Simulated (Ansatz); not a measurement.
Ansatz (an electronic-structure program) input (B3LYP-D3(BJ)/def2-TZVP):

Ansatz 0.2 input:
```yaml
crystal:
  periodic: [false, false, false]
  atoms:
    - {symbol: C, position_ang: [-1.36282232, 0.87384714, 1.03601418]}
    - {symbol: C, position_ang: [-0.82925244, 0.10561834, -0.11780913]}
    - {symbol: C, position_ang: [-1.41144216, -1.22871710, -0.41222721]}
    - {symbol: C, position_ang: [0.44552695, 0.51388039, -0.75551513]}
    - {symbol: C, position_ang: [1.68373223, 0.00509491, 0.01277108]}
    - {symbol: O, position_ang: [2.83804243, 0.43971168, -0.67234869]}
    - {symbol: H, position_ang: [-2.45270497, 0.92836573, 0.99651489]}
    - {symbol: H, position_ang: [-0.96213903, 1.88485840, 1.05224952]}
    - {symbol: H, position_ang: [-1.10888355, 0.39621619, 1.99123405]}
    - {symbol: H, position_ang: [-2.49774830, -1.20741479, -0.31899936]}
    - {symbol: H, position_ang: [-1.15006347, -1.55701839, -1.41629451]}
    - {symbol: H, position_ang: [-1.04904314, -1.99234801, 0.28873223]}
    - {symbol: H, position_ang: [0.51608653, 0.12105561, -1.77214317]}
    - {symbol: H, position_ang: [0.52605913, 1.60242202, -0.80429057]}
    - {symbol: H, position_ang: [1.66763319, 0.40356284, 1.03708838]}
    - {symbol: H, position_ang: [1.65455868, -1.09242380, 0.06589104]}
    - {symbol: H, position_ang: [3.61993552, 0.12600761, -0.20704907]}
basis:
  gaussian:
    orbitals: def2-TZVP
hamiltonian:
  xc: b3lyp
  dispersion: d3bj
magnetization: {spin_polarized: true, initial_magnetization: 1}
relax: {f_tol: 0.002, max_steps: 150}
```

Output:

```
Functional definition: B3LYP
integrals: 0.19 GiB planned
1535 factors; their error is unknown
0.34 GiB of the device are held for the grids
1.48 GiB of device memory are held for the factors and their scratch space
mean field: 1.75 GiB planned
mean field evaluation 1: about -7397.4837 eV, gradient 6.0e1 eV
mean field evaluation 2: about -7384.9951 eV, gradient 7.9e1 eV
mean field evaluation 4: about -7413.2047 eV, gradient 4.5e0 eV
mean field evaluation 8: about -7413.2793 eV, gradient 7.3e-2 eV
mean field evaluation 16: about -7413.2491 eV, gradient 8.6e-4 eV
mean field -7413.24909564 eV, -272.4318793842 hartree, gradient 3.4e-5 eV, S^2 0.754244; 0 other end points of the search recorded, 0 dependent functions left out
the calculation of the forces begins
reference -7413.24942242 eV, -272.4318913929 hartree; 25, 24 occupied and 227, 228 virtual orbitals, 1535 factors
relax step   1: F+E_penalty+E_count = -7413.82614264 eV  Δ(F+E_penalty+E_count) = +0.000e0 eV  max|allowed force component| = 4.323e-1 eV/Å  Δτ_max = 0.0000 Å  (33 SCF iters, accepted)
these checks for a lower state are left out or cut short: starts, cluster_reference, orbital_swaps, neighbouring_geometries, increment
integrals: 0.19 GiB planned
1535 factors; their error is unknown
0.34 GiB of the device are held for the grids
1.48 GiB of device memory are held for the factors and their scratch space
mean field: 1.75 GiB planned
mean field -7413.26231848 eV, -272.4323653146 hartree, gradient 1.4e-5 eV, S^2 0.754248; 0 other end points of the search recorded, 0 dependent functions left out
the calculation of the forces begins
reference -7413.26264538 eV, -272.4323773277 hartree; 25, 24 occupied and 227, 228 virtual orbitals, 1535 factors
relax step   2: F+E_penalty+E_count = -7413.83767494 eV  Δ(F+E_penalty+E_count) = -1.153e-2 eV  max|allowed force component| = 2.919e-1 eV/Å  Δτ_max = 0.0178 Å  (34 SCF iters, accepted)
these checks for a lower state are left out or cut short: starts, cluster_reference, orbital_swaps, neighbouring_geometries, increment
integrals: 0.19 GiB planned
1535 factors; their error is unknown
0.34 GiB of the device are held for the grids
1.48 GiB of device memory are held for the factors and their scratch space
mean field: 1.75 GiB planned
mean field evaluation 32: about -7413.2647 eV, gradient 6.6e-3 eV
mean field -7413.26472969 eV, -272.4324539249 hartree, gradient 1.4e-5 eV, S^2 0.754241; 0 other end points of the search recorded, 0 dependent functions left out
the calculation of the forces begins
reference -7413.26505622 eV, -272.4324659245 hartree; 25, 24 occupied and 227, 228 virtual orbitals, 1535 factors
relax step   3: F+E_penalty+E_count = -7413.83997776 eV  Δ(F+E_penalty+E_count) = -2.303e-3 eV  max|allowed force component| = 8.690e-2 eV/Å  Δτ_max = 0.0169 Å  (34 SCF iters, accepted)
these checks for a lower state are left out or cut short: starts, cluster_reference, orbital_swaps, neighbouring_geometries, increment
integrals: 0.19 GiB planned
1535 factors; their error is unknown
0.34 GiB of the device are held for the grids
1.48 GiB of device memory are held for the factors and their scratch space
mean field: 1.74 GiB planned
mean field -7413.26487373 eV, -272.4324592182 hartree, gradient 1.5e-5 eV, S^2 0.754225; 0 other end points of the search recorded, 0 dependent functions left out
the calculation of the forces begins
reference -7413.26519970 eV, -272.4324711973 hartree; 25, 24 occupied and 227, 228 virtual orbitals, 1535 factors
relax step   4: F+E_penalty+E_count = -7413.84062048 eV  Δ(F+E_penalty+E_count) = -6.427e-4 eV  max|allowed force component| = 1.779e-2 eV/Å  Δτ_max = 0.0400 Å  (34 SCF iters, accepted)
these checks for a lower state are left out or cut short: starts, cluster_reference, orbital_swaps, neighbouring_geometries, increment
integrals: 0.19 GiB planned
1535 factors; their error is unknown
0.34 GiB of the device are held for the grids
1.48 GiB of device memory are held for the factors and their scratch space
mean field: 1.75 GiB planned
mean field -7413.26478863 eV, -272.4324560907 hartree, gradient 1.4e-5 eV, S^2 0.754222; 0 other end points of the search recorded, 0 dependent functions left out
the calculation of the forces begins
reference -7413.26511430 eV, -272.4324680590 hartree; 25, 24 occupied and 227, 228 virtual orbitals, 1535 factors
relax step   5: F+E_penalty+E_count = -7413.84080031 eV  Δ(F+E_penalty+E_count) = -1.798e-4 eV  max|allowed force component| = 3.469e-2 eV/Å  Δτ_max = 0.0370 Å  (34 SCF iters, accepted)
these checks for a lower state are left out or cut short: starts, cluster_reference, orbital_swaps, neighbouring_geometries, increment
integrals: 0.19 GiB planned
1535 factors; their error is unknown
0.34 GiB of the device are held for the grids
1.48 GiB of device memory are held for the factors and their scratch space
mean field: 1.75 GiB planned
mean field -7413.26488561 eV, -272.4324596547 hartree, gradient 1.4e-5 eV, S^2 0.754221; 0 other end points of the search recorded, 0 dependent functions left out
the calculation of the forces begins
reference -7413.26521130 eV, -272.4324716236 hartree; 25, 24 occupied and 227, 228 virtual orbitals, 1535 factors
relax step   6: F+E_penalty+E_count = -7413.84086777 eV  Δ(F+E_penalty+E_count) = -6.747e-5 eV  max|allowed force component| = 2.091e-2 eV/Å  Δτ_max = 0.0107 Å  (34 SCF iters, accepted)
these checks for a lower state are left out or cut short: starts, cluster_reference, orbital_swaps, neighbouring_geometries, increment
integrals: 0.19 GiB planned
1535 factors; their error is unknown
0.34 GiB of the device are held for the grids
1.48 GiB of device memory are held for the factors and their scratch space
mean field: 1.75 GiB planned
mean field -7413.26496320 eV, -272.4324625062 hartree, gradient 1.4e-5 eV, S^2 0.754222; 0 other end points of the search recorded, 0 dependent functions left out
the calculation of the forces begins
reference -7413.26528895 eV, -272.4324744772 hartree; 25, 24 occupied and 227, 228 virtual orbitals, 1535 factors
relax step   7: F+E_penalty+E_count = -7413.84091401 eV  Δ(F+E_penalty+E_count) = -4.624e-5 eV  max|allowed force component| = 5.730e-3 eV/Å  Δτ_max = 0.0153 Å  (34 SCF iters, accepted)
these checks for a lower state are left out or cut short: starts, cluster_reference, orbital_swaps, neighbouring_geometries, increment
integrals: 0.19 GiB planned
1535 factors; their error is unknown
0.34 GiB of the device are held for the grids
1.48 GiB of device memory are held for the factors and their scratch space
mean field: 1.75 GiB planned
mean field evaluation 64: about -7413.2945 eV, gradient 8.0e-4 eV
mean field -7413.26495272 eV, -272.4324621209 hartree, gradient 1.4e-5 eV, S^2 0.754220; 0 other end points of the search recorded, 0 dependent functions left out
the calculation of the forces begins
reference -7413.26527846 eV, -272.4324740916 hartree; 25, 24 occupied and 227, 228 virtual orbitals, 1535 factors
relax step   8: F+E_penalty+E_count = -7413.84092405 eV  Δ(F+E_penalty+E_count) = -1.004e-5 eV  max|allowed force component| = 4.305e-3 eV/Å  Δτ_max = 0.0079 Å  (36 SCF iters, accepted)
these checks for a lower state are left out or cut short: starts, cluster_reference, orbital_swaps, neighbouring_geometries, increment
integrals: 0.19 GiB planned
1535 factors; their error is unknown
0.34 GiB of the device are held for the grids
1.48 GiB of device memory are held for the factors and their scratch space
mean field: 1.74 GiB planned
mean field -7413.26495606 eV, -272.4324622437 hartree, gradient 1.4e-5 eV, S^2 0.754220; 0 other end points of the search recorded, 0 dependent functions left out
the calculation of the forces begins
reference -7413.26528181 eV, -272.4324742148 hartree; 25, 24 occupied and 227, 228 virtual orbitals, 1535 factors
relax step   9: F+E_penalty+E_count = -7413.84093211 eV  Δ(F+E_penalty+E_count) = -8.062e-6 eV  max|allowed force component| = 2.119e-3 eV/Å  Δτ_max = 0.0071 Å  (36 SCF iters, accepted)
these checks for a lower state are left out or cut short: starts, cluster_reference, orbital_swaps, neighbouring_geometries, increment
integrals: 0.19 GiB planned
1535 factors; their error is unknown
0.34 GiB of the device are held for the grids
1.48 GiB of device memory are held for the factors and their scratch space
mean field: 1.74 GiB planned
mean field -7413.26494122 eV, -272.4324616982 hartree, gradient 1.4e-5 eV, S^2 0.754219; 0 other end points of the search recorded, 0 dependent functions left out
the calculation of the forces begins
reference -7413.26526696 eV, -272.4324736692 hartree; 25, 24 occupied and 227, 228 virtual orbitals, 1535 factors
relax step  10: F+E_penalty+E_count = -7413.84093617 eV  Δ(F+E_penalty+E_count) = -4.052e-6 eV  max|allowed force component| = 1.728e-3 eV/Å  Δτ_max = 0.0062 Å  (36 SCF iters, accepted)
these checks for a lower state are left out or cut short: starts, cluster_reference, orbital_swaps, neighbouring_geometries, increment
integrals: 0.19 GiB planned
1535 factors; their error is unknown
0.34 GiB of the device are held for the grids
1.48 GiB of device memory are held for the factors and their scratch space
mean field: 1.74 GiB planned
mean field -7413.26497930 eV, -272.4324630978 hartree, gradient 1.4e-5 eV, S^2 0.754221; 0 other end points of the search recorded, 0 dependent functions left out
the calculation of the forces begins
reference -7413.26530506 eV, -272.4324750694 hartree; 25, 24 occupied and 227, 228 virtual orbitals, 1535 factors
relax step  11: F+E_penalty+E_count = -7413.84093685 eV  Δ(F+E_penalty+E_count) = -6.809e-7 eV  max|allowed force component| = 1.321e-3 eV/Å  Δτ_max = 0.0023 Å  (36 SCF iters, accepted)
integrals: 0.19 GiB planned
1535 factors; their error is unknown
0.34 GiB of the device are held for the grids
1.48 GiB of device memory are held for the factors and their scratch space
mean field: 1.74 GiB planned
mean field evaluation 96: about -7413.2650 eV, gradient 1.4e-5 eV
mean field -7413.26497930 eV, -272.4324630978 hartree, gradient 1.4e-5 eV, S^2 0.754221; 1 other end points of the search recorded, 0 dependent functions left out
the calculation of the forces begins
reference -7413.26530506 eV, -272.4324750694 hartree; 25, 24 occupied and 227, 228 virtual orbitals, 1535 factors
Total energy: -7413.84126261 eV, -272.4536411189 hartree
Atom 0 at    -1.370293     0.886461     1.031374 Å, force     0.000621    -0.000399     0.000154 eV/Å
Atom 1 at    -0.843436     0.127458    -0.137788 Å, force    -0.000225     0.000669    -0.001321 eV/Å
Atom 2 at    -1.404218    -1.224637    -0.417066 Å, force     0.000775     0.000209     0.000478 eV/Å
Atom 3 at     0.458025     0.527510    -0.751430 Å, force    -0.000042    -0.000476     0.000268 eV/Å
Atom 4 at     1.671363    -0.013391     0.008254 Å, force     0.000406    -0.000162     0.000422 eV/Å
Atom 5 at     2.847036     0.429718    -0.665291 Å, force    -0.000377    -0.000058     0.000151 eV/Å
Atom 6 at    -2.462928     0.849080     1.075065 Å, force    -0.000124     0.000069     0.000029 eV/Å
Atom 7 at    -1.063924     1.934349     1.005447 Å, force    -0.000057     0.000002     0.000075 eV/Å
Atom 8 at    -1.013705     0.473644     1.989292 Å, force    -0.000138     0.000180     0.000315 eV/Å
Atom 9 at    -2.496238    -1.228337    -0.349145 Å, force    -0.000245     0.000109    -0.000071 eV/Å
Atom 10 at    -1.121227    -1.583568    -1.408875 Å, force     0.000027    -0.000097    -0.000152 eV/Å
Atom 11 at    -1.052281    -1.977757     0.306899 Å, force    -0.000161    -0.000362     0.000044 eV/Å
Atom 12 at     0.526294     0.164192    -1.781212 Å, force    -0.000122     0.000048    -0.000149 eV/Å
Atom 13 at     0.549779     1.617290    -0.784146 Å, force    -0.000087     0.000047    -0.000028 eV/Å
Atom 14 at     1.653998     0.353893     1.041661 Å, force     0.000037     0.000086     0.000045 eV/Å
Atom 15 at     1.630356    -1.109098     0.037877 Å, force    -0.000059     0.000004    -0.000085 eV/Å
Atom 16 at     3.618874     0.095911    -0.197098 Å, force    -0.000230     0.000132    -0.000173 eV/Å
Dipole moment:     0.018394    -0.201459     0.293147 e Å
```

It need not be the lowest isomer of its formula.
